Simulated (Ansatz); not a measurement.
A run on GaH$_{5}$O$_{3}$Se with other settings.

```yaml
crystal:
  periodic: [false, false, false]
  atoms:
    - {symbol: O, position_ang: [-0.839826, 0.558438, -1.365463]}
    - {symbol: Ga, position_ang: [0.394769, -0.294322, 0.133982]}
    - {symbol: O, position_ang: [1.363243, -1.557585, -0.683505]}
    - {symbol: O, position_ang: [-1.160900, -0.852750, 0.877181]}
    - {symbol: Se, position_ang: [1.377696, 1.676059, 0.972052]}
    - {symbol: H, position_ang: [-1.675635, 0.252349, -0.978211]}
    - {symbol: H, position_ang: [2.298193, -1.356132, -0.744542]}
    - {symbol: H, position_ang: [-1.172054, -1.789210, 1.083349]}
    - {symbol: H, position_ang: [0.307093, 1.794106, 1.970556]}
    - {symbol: H, position_ang: [-0.809580, 1.517945, -1.262598]}
basis:
  gaussian: {orbitals: aug-pcseg-2, final_grid: {core_spheres: 20, valence_spheres: 16, degree: 47}}
hamiltonian: {xc: {name: revPBE0}, dispersion: d3bj}
```

```sh
$ ansatz run in.yaml --threads 4 --pin off --events-out ev --progress --plain --max-ram 11315MiB
```

Shortened log:

```
Functional definition: revPBE0
1825 factors; their error is unknown
mean field evaluation 1: about -123932.7221 eV, gradient 9.3e1 eV
mean field evaluation 2: about -123895.5430 eV, gradient 1.6e2 eV
mean field evaluation 4: about -123946.4088 eV, gradient 1.2e1 eV
mean field evaluation 8: about -123946.6081 eV, gradient 2.4e-1 eV
mean field evaluation 16: about -123947.1818 eV, gradient 3.1e-4 eV
mean field -123947.18176291 eV, -4554.9749153696 hartree, gradient 6.5e-5 eV, S^2 0.000000; 0 other end points of the search recorded, 0 dependent functions left out
reference -123947.18183368 eV, -4554.9749179704 hartree; 47, 47 occupied and 324, 324 virtual orbitals, 1825 factors
Total energy: -123947.60866459 eV, -4554.9906037169 hartree
```

Hardware: 4 threads of an AMD EPYC 9R45 on a shared host. Wall time 5 s, peak host memory 1.3 GiB.
